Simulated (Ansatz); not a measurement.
Cl2HOSn (`[OH][Sn]([Cl])[Cl]`) radical, relaxed with UKS PBE-D4/def2-SVP in the Gaussian-basis code of Ansatz from a rough embedded geometry. The force threshold is 0.03 eV/Å; the program also tests the step.

Charge 0, multiplicity 2. Sn: def2 effective core potential.

Start:

```xyz
5

O     0.709   -0.394   -1.240
Sn   -0.642    0.032    0.082
Cl   -1.073   -1.886    1.343
Cl    0.043    1.715    1.475
H     0.963    0.533   -1.659
```

How much energy does the relaxation release, and in how many steps? (Best estimate.)

Computed: 32.87 kJ/mol, in 5 steps.

Which bonds change most? (Best estimate.)

The calculation gave: Sn2–Cl4 from 2.289 to 2.409 Å; O1–Sn2 from 1.938 to 2.027 Å; O1–H5 from 1.049 to 0.981 Å; Sn2–Cl3 from 2.336 to 2.394 Å.

Give the relaxed structure. (Best estimate.)

The calculation gave: 
```xyz
5

O     0.628   -0.363   -1.302
Sn   -0.800    0.062    0.072
Cl   -1.001   -1.968    1.325
Cl    0.091    1.804    1.478
H     1.082    0.464   -1.572
```
